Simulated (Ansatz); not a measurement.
Relaxation of CH$_{7}$BN$_{2}$Si (12 atoms, charge 0, multiplicity 1), to a largest force component of 0.015 eV/Å in at most 40 steps.

Level of theory: RKS r2SCAN-D4/6-31G* in Ansatz 0.2.0.

```xyz
12
Properties=species:S:1:pos:R:3:forces:R:3
N -1.956 -1.008 0.829 -1.60 1.89 -0.51
B -0.533 -1.053 0.456 -0.27 1.21 0.30
C 0.320 0.271 0.356 0.92 0.03 2.23
N 1.770 -0.011 -0.038 -1.54 0.11 -1.42
Si 0.702 0.812 -1.355 1.77 -0.09 1.64
H -2.456 -0.316 0.116 1.24 -1.57 1.84
H -2.042 -0.487 1.750 0.05 -0.53 -1.22
H -0.007 -2.089 0.229 0.18 -0.35 -0.26
H 0.290 1.055 1.214 -0.66 -1.02 -1.47
H 2.330 0.710 0.390 0.51 0.54 0.19
H 0.428 -0.132 -2.406 -0.18 -0.16 -0.88
H 1.231 2.193 -1.508 -0.41 -0.05 -0.43
```

Task: Where does it end, and by what steps?

Result: The run converged. After 17 steps the energy has fallen by 1.864 eV; H6 moved furthest, 1.45 Å.

| step | energy less start (eV) | largest force component (eV/Å) | accepted |
| --- | --- | --- | --- |
| 0 | 0.0000 | 2.233 | yes |
| 1 | -0.5367 | 1.383 | yes |
| 2 | -0.7235 | 0.773 | yes |
| 3 | -0.8984 | 0.879 | yes |
| 4 | -1.0889 | 1.153 | yes |
| 5 | -1.3417 | 1.142 | yes |
| 6 | -1.5659 | 0.797 | yes |
| 7 | -1.6829 | 0.677 | yes |
| 8 | -1.7673 | 0.470 | yes |
| 9 | -1.8252 | 0.580 | yes |
| 10 | -1.8267 | 0.571 | yes |
| 11 | -1.8580 | 0.172 | yes |
| 12 | -1.8618 | 0.118 | yes |
| 13 | -1.8633 | 0.034 | yes |
| 14 | -1.8640 | 0.040 | yes |
| 15 | -1.8641 | 0.033 | yes |
| 16 | -1.8642 | 0.018 | yes |
| 17 | -1.8643 | 0.008 | yes |

```xyz
12
Properties=species:S:1:pos:R:3
N -1.911 -0.770 0.966
B -0.651 -0.909 0.363
C 0.362 0.267 0.344
N 1.801 -0.043 -0.033
Si 1.001 0.826 -1.319
H -2.612 -1.496 0.943
H -2.213 0.065 1.451
H -0.393 -1.945 -0.188
H 0.222 1.110 1.037
H 2.469 0.456 0.551
H 0.787 0.098 -2.589
H 1.214 2.287 -1.492
```

Run time: 59 s on 2 threads of Arm Neoverse V2, on a shared host, peak memory 0.17 GiB.
